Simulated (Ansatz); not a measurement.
`[BH2][Al]([NH2])[NH2]` + `OCO` → `BOCO` + `[NH2][AlH][NH2]`  (cleavage of the B–Al bond)

Gas-phase electronic energies from Ansatz, PBE0-D4/def2-TZVP geometries. CCSD(T)/CBS adds triple-zeta CCSD(T) − MP2 to the extrapolated MP2 energy (def2 sets, frozen cores). This one scheme is used for every species. DFT in def2-TZVPP. B3LYP here is the variant with VWN-RPA as its local correlation; programs differ in this. One conformer a species, not always the lowest.

**Question.** Is it downhill or uphill in electronic energy at CCSD(T)/CBS, and by how much? (An estimate is asked.)

**Answer.** The calculation gave: Downhill: ΔE = -41.5 kcal/mol.

**Question.** What do these levels give: PBE-D4, B3LYP-D4, ωB97X-V, B2PLYP, PBE0, MP2/def2-TZVPP, SCS-MP2/def2-TZVPP, CCSD/def2-TZVPP, CCSD(T)/def2-TZVPP, HF/CBS(def2), MP2/CBS(def2), CCSD/CBS(def2)? (Best estimate.)

**Answer.** Computed: PBE-D4 -40.7, B3LYP-D4 -43.2, ωB97X-V -42.1, B2PLYP -43.7, PBE0 -40.8, MP2/def2-TZVPP -43.7, SCS-MP2/def2-TZVPP -43.4, CCSD/def2-TZVPP -41.6, CCSD(T)/def2-TZVPP -41.9, HF/CBS(def2) -43.4, MP2/CBS(def2) -43.3, CCSD/CBS(def2) -41.2 kcal/mol.

Largest T1 diagnostic among the species: 0.013.
